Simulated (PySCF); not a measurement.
Sn(Cl)2(Br)2, SMILES [Sn]([Br])([Cl])([Br])[Cl] (PBE0/def2-SVP optimised geometry):

```
5

Cl     1.524    -1.104     0.000
Sn    -0.799    -1.104     0.000
Cl    -1.524     1.104     0.000
Br    -1.621    -2.238     2.021
Br    -1.619    -2.239    -2.021
```

Method: PBE0/def2-TZVP, def2 effective core potentials past Kr (PySCF 2.14.0).

Task: What are the frontier orbital energies and the dipole moment?

Result: HOMO-2 -9.30 eV, HOMO-1 -9.21 eV, HOMO -9.12 eV, LUMO -3.58 eV, LUMO+1 -0.48 eV; dipole moment 0.64 D.

On the same geometry PBE/def2-TZVP, def2 effective core potentials past Kr (PySCF) gives HOMO-2 -7.95 eV, HOMO-1 -7.86 eV, HOMO -7.79 eV, LUMO -4.38 eV, LUMO+1 -1.29 eV; dipole moment 0.62 D.
